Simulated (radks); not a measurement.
Results of a calculation; reference values are marked as such.
Species: Cl VI. Configuration: [Ne] 3s2. Code: a radial shooting solver on a logarithmic mesh with Libxc functionals. Model: scalar-relativistic Kohn-Sham, LDA (Slater exchange, Perdew-Wang correlation), spin-polarised, spherical densities, finite nucleus; Fermi nuclear charge, rms radius 3.3654 fm.

Normalised radial functions P(r) = r R(r), r in bohr:

```
   r/bohr * 2s, o 3s (the largest magnitude, 1.57, reaches the edge; | marks zero, & curves that meet)
 0.007423                             | o *
 0.009362                             | o  *
  0.01181                             |  o  *
  0.01489                             |  o    *
  0.01878                             |   o    *
  0.02368                             |   o     *
  0.02986                             |   o       *
  0.03736                             |    o      *
  0.04712                             |    o       *
  0.05942                             |    o      *
  0.07494                             |   o     *
   0.0945                             | o    *
   0.1192                             o*
   0.1503                       *  o  |
    0.188                *      o     |
   0.2371        *            o       |
   0.2991   *                o        |
   0.3771  *                  o       |
   0.4756     *                   o   |
   0.5998           *                 |  o
   0.7564                 *           |         o
   0.9464                       *     |              o
    1.193                           * |                o
    1.505                            *|              o
    1.898                             *         o
    2.394                             *    o
    3.019                             * o
    3.807                             &
```

2s: eigenvalue -335.86 eV, 1 radial node at r = 0.124 bohr, <r> = 0.443 bohr, 90 % of the charge inside 0.693 bohr. 3s: eigenvalue -89.546 eV, 2 radial nodes at r = 0.121, 0.547 bohr, <r> = 1.31 bohr, 90 % of the charge inside 1.92 bohr.
